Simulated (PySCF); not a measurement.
CH6AlNO2, SMILES C[NH][Al]([OH])[OH].

Geometry: B3LYP-D3(BJ)/def2-SVP. The structure was generated by enumeration; whether it is a known compound was not checked. The values are those of a single conformer.

Calculation: B3LYP-D3(BJ)/def2-SVP in PySCF 2.14.0.

Frequencies are harmonic and unscaled.

```json
[
 {"mode": "1", "ν (cm⁻¹)": "96", "IR (km/mol)": "7.3", "Raman (Å⁴/amu)": "0.1", "depolarisation": "0.75", "moving atoms (share of kinetic energy)": "H 42 %, N 24 %, C 17 %, O 14 %"},
 {"mode": "2", "ν (cm⁻¹)": "121", "IR (km/mol)": "2.1", "Raman (Å⁴/amu)": "0.8", "depolarisation": "0.75", "moving atoms (share of kinetic energy)": "O 39 %, C 28 %, H 22 %, Al 9 %"},
 {"mode": "3", "ν (cm⁻¹)": "152", "IR (km/mol)": "0.5", "Raman (Å⁴/amu)": "0.2", "depolarisation": "0.75", "moving atoms (share of kinetic energy)": "H 84 %, N 11 %"},
 {"mode": "4", "ν (cm⁻¹)": "227", "IR (km/mol)": "29.0", "Raman (Å⁴/amu)": "1.4", "depolarisation": "0.74", "moving atoms (share of kinetic energy)": "O 55 %, H 23 %, Al 11 %"},
 {"mode": "5", "ν (cm⁻¹)": "245", "IR (km/mol)": "120.0", "Raman (Å⁴/amu)": "0.7", "depolarisation": "0.75", "moving atoms (share of kinetic energy)": "H 87 %, O 12 %"},
 {"mode": "6", "ν (cm⁻¹)": "276", "IR (km/mol)": "10.9", "Raman (Å⁴/amu)": "0.7", "depolarisation": "0.75", "moving atoms (share of kinetic energy)": "Al 53 %, H 23 %, N 12 %, O 12 %"},
 {"mode": "7", "ν (cm⁻¹)": "302", "IR (km/mol)": "106.8", "Raman (Å⁴/amu)": "2.3", "depolarisation": "0.75", "moving atoms (share of kinetic energy)": "H 74 %, O 17 %, Al 10 %"},
 {"mode": "8", "ν (cm⁻¹)": "325", "IR (km/mol)": "10.2", "Raman (Å⁴/amu)": "1.9", "depolarisation": "0.29", "moving atoms (share of kinetic energy)": "N 29 %, H 20 %, O 18 %, C 18 %, Al 15 %"},
 {"mode": "9", "ν (cm⁻¹)": "493", "IR (km/mol)": "155.9", "Raman (Å⁴/amu)": "2.5", "depolarisation": "0.75", "moving atoms (share of kinetic energy)": "H 87 %, N 12 %"},
 {"mode": "10", "ν (cm⁻¹)": "519", "IR (km/mol)": "177.8", "Raman (Å⁴/amu)": "2.4", "depolarisation": "0.19", "moving atoms (share of kinetic energy)": "H 73 %, O 23 %"},
 {"mode": "11", "ν (cm⁻¹)": "589", "IR (km/mol)": "154.8", "Raman (Å⁴/amu)": "2.4", "depolarisation": "0.38", "moving atoms (share of kinetic energy)": "H 73 %, O 25 %"},
 {"mode": "12", "ν (cm⁻¹)": "661", "IR (km/mol)": "17.5", "Raman (Å⁴/amu)": "13.7", "depolarisation": "0.08", "moving atoms (share of kinetic energy)": "O 38 %, N 32 %, H 21 %"},
 {"mode": "13", "ν (cm⁻¹)": "868", "IR (km/mol)": "135.1", "Raman (Å⁴/amu)": "1.2", "depolarisation": "0.73", "moving atoms (share of kinetic energy)": "Al 46 %, O 31 %, H 10 %"},
 {"mode": "14", "ν (cm⁻¹)": "941", "IR (km/mol)": "127.5", "Raman (Å⁴/amu)": "2.0", "depolarisation": "0.74", "moving atoms (share of kinetic energy)": "Al 49 %, O 43 %"},
 {"mode": "15", "ν (cm⁻¹)": "1081", "IR (km/mol)": "20.4", "Raman (Å⁴/amu)": "1.7", "depolarisation": "0.50", "moving atoms (share of kinetic energy)": "H 86 %, C 10 %"},
 {"mode": "16", "ν (cm⁻¹)": "1140", "IR (km/mol)": "0.0", "Raman (Å⁴/amu)": "1.0", "depolarisation": "0.75", "moving atoms (share of kinetic energy)": "H 76 %, C 19 %"},
 {"mode": "17", "ν (cm⁻¹)": "1148", "IR (km/mol)": "135.0", "Raman (Å⁴/amu)": "4.3", "depolarisation": "0.58", "moving atoms (share of kinetic energy)": "N 46 %, C 35 %, H 16 %"},
 {"mode": "18", "ν (cm⁻¹)": "1386", "IR (km/mol)": "46.0", "Raman (Å⁴/amu)": "3.0", "depolarisation": "0.03", "moving atoms (share of kinetic energy)": "H 67 %, N 21 %, C 11 %"},
 {"mode": "19", "ν (cm⁻¹)": "1454", "IR (km/mol)": "17.3", "Raman (Å⁴/amu)": "10.6", "depolarisation": "0.66", "moving atoms (share of kinetic energy)": "H 86 %, C 14 %"},
 {"mode": "20", "ν (cm⁻¹)": "1471", "IR (km/mol)": "1.4", "Raman (Å⁴/amu)": "19.1", "depolarisation": "0.75", "moving atoms (share of kinetic energy)": "H 96 %"},
 {"mode": "21", "ν (cm⁻¹)": "1496", "IR (km/mol)": "4.1", "Raman (Å⁴/amu)": "26.9", "depolarisation": "0.69", "moving atoms (share of kinetic energy)": "H 96 %"},
 {"mode": "22", "ν (cm⁻¹)": "2972", "IR (km/mol)": "113.2", "Raman (Å⁴/amu)": "191.9", "depolarisation": "0.06", "moving atoms (share of kinetic energy)": "H 97 %"},
 {"mode": "23", "ν (cm⁻¹)": "3018", "IR (km/mol)": "59.0", "Raman (Å⁴/amu)": "155.2", "depolarisation": "0.75", "moving atoms (share of kinetic energy)": "H 90 %, C 10 %"},
 {"mode": "24", "ν (cm⁻¹)": "3104", "IR (km/mol)": "15.2", "Raman (Å⁴/amu)": "57.5", "depolarisation": "0.67", "moving atoms (share of kinetic energy)": "H 91 %, C 9 %"},
 {"mode": "25", "ν (cm⁻¹)": "3582", "IR (km/mol)": "8.2", "Raman (Å⁴/amu)": "93.5", "depolarisation": "0.26", "moving atoms (share of kinetic energy)": "H 93 %"},
 {"mode": "26", "ν (cm⁻¹)": "3935", "IR (km/mol)": "91.1", "Raman (Å⁴/amu)": "107.1", "depolarisation": "0.29", "moving atoms (share of kinetic energy)": "H 94 %"},
 {"mode": "27", "ν (cm⁻¹)": "3944", "IR (km/mol)": "75.7", "Raman (Å⁴/amu)": "112.9", "depolarisation": "0.27", "moving atoms (share of kinetic energy)": "H 94 %"}
]
```
